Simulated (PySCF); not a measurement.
SiAs⁺: from constants to spectrum

UHF-CCSD(T) constants of SiAs⁺, ³Σ⁻ (triplet), unpaired electrons π ↑↑ (Si def2-TZVPPD, As def2-TZVPPD; no relativity (PySCF 2.14); masses 27.9769 and 74.9216 u):

```
ωe              : 404.8 cm⁻¹
ωexe            : 1.46 cm⁻¹
Be              : 0.15285 cm⁻¹
αe              : 0.000745 cm⁻¹
D (centrifugal) : 8.72e-08 cm⁻¹
De to Si⁺ + As  : 2.69 eV
```

Q: Give the vibrational terms G(v) and spacings up to v = 6.

A: G(v) = ωe(v+½) − ωexe(v+½)².

```csv
v,G(v) (cm⁻¹),G(v) − G(v−1),Bv (cm⁻¹)
0,202.0,,0.1525
1,603.9,401.9,0.1517
2,1002.9,399.0,0.1510
3,1398.9,396.0,0.1502
4,1792.0,393.1,0.1495
5,2182.2,390.2,0.1488
6,2569.5,387.3,0.1480
```

Q: How well does the Morse estimate ωe²/(4ωexe) reproduce De, and what is D0?

A: It gives 3.48 eV, 129 % of the computed De. D0 = De − G(0) = 2.69 − 0.03 = 2.66 eV.

Correlated steps freeze 14 core orbitals. Spin–orbit coupling is left out. For an ion De counts to the pair picked by the measured ionisation energies or electron affinities, which need not be the lowest pair at this level. The state is the lowest determinant that a PBE0 search found; another state may lie lower at other levels.
